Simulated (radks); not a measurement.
Values are calculated unless marked as measured or tabulated.
Charge is removed step by step from the 5p (averaged over the sub-levels emptied) level of Yb, starting from [Xe] 4f14 6s2. Code: a radial shooting solver on a logarithmic mesh with Libxc functionals. Model: Dirac Kohn-Sham, BLYP, spin-unpolarised, spherical densities, point nucleus.

removed (e)  E - E(0) (eV)  eigenvalue (eV)  E minus straight line (eV)
0                    0.000          -27.524                       0.000
0.25                 7.215          -30.222                      -1.070
0.5                 15.123          -33.063                      -1.447
0.75                23.756          -36.019                      -1.100
1                   33.141          -39.074                       0.000

Removing the whole electron costs 33.141 eV by Delta-SCF, against 27.524 eV from minus the eigenvalue at the starting occupation. Slater's transition state (half an electron removed) gives 33.063 eV. Integrating minus the eigenvalue over the occupation (Janak's theorem) gives 33.141 eV. The mean slope of the eigenvalue, de/dn, is 11.5 eV per electron.
